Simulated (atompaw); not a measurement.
**u(r) = r·R(r): atom against pseudo-atom (Cr)**

Columns: radius, all-electron u(r) and pseudo u(r) of the 3d shell (level -6.22 eV) of chromium in the configuration [Ne] 3s2 3p6 3d4 4s2 4p0; LDA (PW92), scalar-relativistic, PAW (atompaw) scheme, atompaw 4.2.0.5.

| r (bohr) | all-electron | pseudo |
| --- | --- | --- |
| 0.083 | 0.0314 | 0.0004 |
| 0.165 | 0.1444 | 0.0029 |
| 0.248 | 0.3018 | 0.0096 |
| 0.331 | 0.4603 | 0.0222 |
| 0.413 | 0.5953 | 0.0416 |
| 0.496 | 0.7012 | 0.0688 |
| 0.579 | 0.7758 | 0.1037 |
| 0.662 | 0.8223 | 0.1454 |
| 0.744 | 0.8456 | 0.1921 |
| 0.827 | 0.8512 | 0.2430 |
| 0.910 | 0.8435 | 0.2954 |
| 0.992 | 0.8265 | 0.3463 |
| 1.075 | 0.8027 | 0.3946 |
| 1.158 | 0.7746 | 0.4376 |
| 1.240 | 0.7442 | 0.4734 |
| 1.323 | 0.7120 | 0.5018 |
| 1.406 | 0.6792 | 0.5218 |
| 1.488 | 0.6468 | 0.5335 |
| 1.571 | 0.6146 | 0.5374 |
| 1.654 | 0.5832 | 0.5342 |
| 1.737 | 0.5529 | 0.5247 |
| 1.819 | 0.5240 | 0.5099 |
| 1.902 | 0.4961 | 0.4905 |
| 1.985 | 0.4694 | 0.4680 |
| 2.067 | 0.4443 | 0.4442 |
| 2.150 | 0.4202 | 0.4202 |

Question: How many radial nodes do the two functions have?

Answer: The all-electron 3d function has n − l − 1 = 0; the pseudo-wave has 0.

Question: Is the pseudo-wave norm-conserving?

Answer: No, it belongs to a PAW set: the norm inside the radius is not constrained, and the difference is carried by the augmentation charge.
